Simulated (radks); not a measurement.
The titanium ion Ti9+, 13 electrons, occupied as [He] 2s2 2p(1/2: 2, 3/2: 3) 3s2 3p(1/2: 2, 3/2: 0) (not the ground configuration).

All-electron calculation, Dirac Kohn-Sham, relativistic LDA (MacDonald-Vosko exchange, VWN5 correlation), spin-unpolarised, spherical densities, finite nucleus; Fermi nuclear charge, rms radius 3.5921 fm. Program: a radial shooting solver on a logarithmic mesh with Libxc functionals.

Energy parts (hartree):
total: -804.54146
kinetic: 811.75666
electron-nucleus: -1807.54476
Hartree: 223.26258
exchange-correlation: -32.01594

Orbitals (lengths in bohr, moments of r in powers of bohr; r(90%) holds 90 % of the orbital's charge):
| orbital | occ. | eigenvalue (hartree) | r(90%) | <r> |
|---|---|---|---|---|
| 1s1/2 | 2 | -187.9660 | 0.125 | 0.06977 |
| 2s1/2 | 2 | -28.28128 | 0.494 | 0.3187 |
| 2p1/2 | 2 | -25.29861 | 0.458 | 0.2797 |
| 2p3/2 | 3 | -25.07393 | 0.462 | 0.2823 |
| 3s1/2 | 2 | -8.69604 | 1.26 | 0.8599 |
| 3p1/2 | 2 | -7.79836 | 1.28 | 0.8600 |
| 3p3/2 | 0 | -7.75769 | 1.29 | 0.8644 |

The highest occupied level is 3p1/2 at -212.20 eV. Summed over all electrons, <r^2> = 4.126 bohr^2, which gives a Langevin (diamagnetic) susceptibility term of -3.27 x 10^-6 cm^3/mol. The density falls to 0.001 e/bohr^3 at r = 1.99 bohr.
